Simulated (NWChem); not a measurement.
# N₂H₃ anion

```xyz
5

N     -0.0948    -0.8005     0.0000
N      0.0895     0.6629     0.0000
H      0.8721    -1.1439     0.0000
H     -0.4176     1.0534     0.8054
H     -0.4176     1.0534    -0.8054
```
Atoms are numbered in this order, from 1.

All runs: NWChem. Sets without diffuse functions describe the anion's extra electron poorly. Coordinates come from a B3LYP/def2-SVPD optimisation. The highest occupied level is positive in some or all of these runs, so the extra electron may be held by the finite basis. Level r2SCAN/def2-SVP: energy and gradient on several grids; changes count from the extra-fine grid, which is no exact limit either.

Question: Which is the coarsest grid (coarse; fine; xfine; xcoarse; medium) from which on the energy stays within 50 μHa and each gradient component within 100 μHa/bohr of xfine?

Answer: fine.
```json
[
 {"grid": "xcoarse", "size of the energy change (μHa)": "1000", "largest change of a gradient component (μHa/bohr)": "2000"},
 {"grid": "coarse", "size of the energy change (μHa)": "600", "largest change of a gradient component (μHa/bohr)": "200"},
 {"grid": "medium", "size of the energy change (μHa)": "100", "largest change of a gradient component (μHa/bohr)": "50"},
 {"grid": "fine", "size of the energy change (μHa)": "20", "largest change of a gradient component (μHa/bohr)": "< 30"},
 {"grid": "xfine", "size of the energy change (μHa)": "< 10", "largest change of a gradient component (μHa/bohr)": "< 30"}
]
```
